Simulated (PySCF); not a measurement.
Gas-phase reaction: 2 GaCl2NH2 = GaNH2 + 2 HCl + N + GaCl2

Energies from PySCF (xtb for GFN2), thermal terms from the rigid-rotor harmonic-oscillator model, ideal gas at 1 bar. † marks an energy on the PBE0/def2-TZVP geometry and frequencies; other levels use their own. MP2 and CCSD(T) freeze the core. 6-31G* has spherical d functions here. Open shells (unrestricted): N (multiplicity 4), GaCl2 (multiplicity 2); the rest are closed-shell singlets. GFN2 has no spin-polarisation term. B3LYP is the form with VWN-RPA correlation. Ga: all electrons, no relativistic terms. GaCl2NH2, GaNH2, GaCl2: computed as isolated molecules; such fragments, hydroxides, amides, oligomers or adducts are transient or little studied in the gas. MP2 isn't extrapolated to the basis-set limit. CCSD(T) isn't extrapolated to the basis-set limit. Warning, point group unlike the PBE0 one: GaCl2NH2 (B3LYP/6-31G*, GFN2-xTB).

```json
[
 {"level": "B3LYP/6-31G*", "ΔH°(298 K), kJ": "___"},
 {"level": "CCSD(T)/def2-SVP†", "ΔH°(298 K), kJ": "862"},
 {"level": "GFN2-xTB", "ΔH°(298 K), kJ": "1235"},
 {"level": "M06-2X/def2-TZVP†", "ΔH°(298 K), kJ": "___"},
 {"level": "MP2/def2-SVP†", "ΔH°(298 K), kJ": "919"},
 {"level": "MP2/def2-TZVPP†", "ΔH°(298 K), kJ": "951"},
 {"level": "PBE0/def2-QZVP†", "ΔH°(298 K), kJ": "907"},
 {"level": "r2SCAN/def2-TZVP†", "ΔH°(298 K), kJ": "912"},
 {"level": "LDA/def2-TZVP†", "ΔH°(298 K), kJ": "___"},
 {"level": "ωB97X-V/def2-TZVP†", "ΔH°(298 K), kJ": "___"}
]
```

### Question
Some entries are withheld; supply them.

### Answer

- B3LYP/6-31G*, ΔH°(298 K), kJ: 842
- M06-2X/def2-TZVP†, ΔH°(298 K), kJ: 936
- LDA/def2-TZVP†, ΔH°(298 K), kJ: 1063
- ωB97X-V/def2-TZVP†, ΔH°(298 K), kJ: 943
